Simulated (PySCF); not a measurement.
# Correlation energy of Tc⁺ (technetium, charge +1)

[Kr] 4d5 5s1, high-spin 7S determinant. Computed with PySCF 2.14 in x2c-SVPall (6s5p5d1f, 53 functions), with scalar relativity by spin-free X2C-1e. Frozen: [Kr]; 6 electrons correlated.

MP2 pair energies summed by pair of shells (mhartree):

| pair | energy | share (%) |
| --- | --- | --- |
| 4d-4d | -46.75 | 78.7 |
| 4d-5s | -12.63 | 21.3 |

Total MP2 correlation energy: -59.38 mhartree.

Same-spin part -59.38 and opposite-spin part 0.00 mhartree; SCS-MP2 scales them by 1/3 and 6/5 to -19.79 mhartree.
